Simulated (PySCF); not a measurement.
How the method changes the constants of AlCu

State: ¹Σ⁺ (singlet), closed shell. Set-up: basis Al def2-TZVPPD, Cu def2-TZVPPD; no relativity; PySCF 2.14. De refers to Al + Cu (3d10 4s1) in their high-spin ground configurations, without counterpoise correction. A positive dipole means Al(−)Cu(+).

| Level | Re (Å) | ωe (cm⁻¹) | De (eV) | μ (D) | CPU s a point (SCF and correlation, without the integrals) |
| --- | --- | --- | --- | --- | --- |
| RHF-MP2 | 2.334 | 300 | n/a | n/a | 1.9 |
| RHF-SCS-MP2 | 2.372 | 283 | n/a | n/a | n/a |
| RHF-CCSD | 2.432 | 263 | 1.76 | n/a | n/a |
| RHF-CCSD(T) | 2.388 | 280 | 2.04 | n/a | 58 |
| PBE | 2.379 | 287 | 2.46 | -0.57 | 1.7 |
| PBEsol | 2.352 | 297 | 2.63 | -0.55 | 1.1 |
| BLYP | 2.392 | 278 | 2.38 | -0.93 | 1.1 |
| r²SCAN | 2.357 | 297 | 2.30 | -0.19 | 2 |
| M06-L | 2.380 | 292 | 2.51 | -0.30 | 2.8 |
| TPSSh | 2.379 | 287 | 2.16 | 0.04 | 3.2 |
| B3LYP | 2.408 | 270 | 2.08 | -0.55 | 3.3 |
| PBE0 | 2.409 | 272 | 2.00 | -0.04 | 5.2 |
| ωB97M-V | 2.406 | 275 | 2.17 | -0.07 | 9.3 |

The bond length runs from 2.334 Å (RHF-MP2) to 2.432 Å (RHF-CCSD). De spans 1.76 eV (RHF-CCSD, coupled cluster) to 2.63 eV (PBEsol, GGA).

Correlated steps freeze 10 core orbitals. Closed-shell solutions of metal pairs were not tested for spin polarisation, which can lower them a little. Where the molecule has an RHF reference, its open-shell atoms are computed with UHF. The CCSD T1 diagnostic is raised, a sign that a single reference may not be enough here.

The whole job (state search and all levels along the bond) took about 9 min on 2 threads of Intel Xeon Platinum 8488C (shared host), peak memory 5 GiB.
